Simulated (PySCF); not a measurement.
Ligand exchange on a metal centre used in film growth or etching (Zn CH3-SH). Isolated molecules, 0 K electronic values unless said otherwise. One relaxed conformer stands for each flexible species; it need not be the lowest.

The HOMO–LUMO gap from two functionals at the same geometries (TPSS-D3(BJ)/def2-SVP), both in PySCF: PBE-D3(BJ)/def2-TZVP and B3LYP-D3(BJ)/def2-TZVP. B3LYP has the VWN-RPA correlation part, as in Gaussian. 

```tsv
species	B3LYP-D3(BJ)/def2-TZVP (eV)
0 of 2 CH3 replaced by SH	6.83
1 of 2 CH3 replaced by SH ([Zn(CH3)(SH)])	6.19
2 of 2 CH3 replaced by SH ([Zn(SH)2])	5.88
```

Problem. What does PBE-D3(BJ)/def2-TZVP give for each?

Solution. 
- 0 of 2 CH3 replaced by SH: 5.49
- 1 of 2 CH3 replaced by SH ([Zn(CH3)(SH)]): 4.78
- 2 of 2 CH3 replaced by SH ([Zn(SH)2]): 4.40
Over these rows, drawn at random from the members with no instability flagged (it was tested for open shells, ions and some series alone), PBE minus B3LYP-D3(BJ): mean -1.41 eV, from -1.48 eV to -1.35 eV.
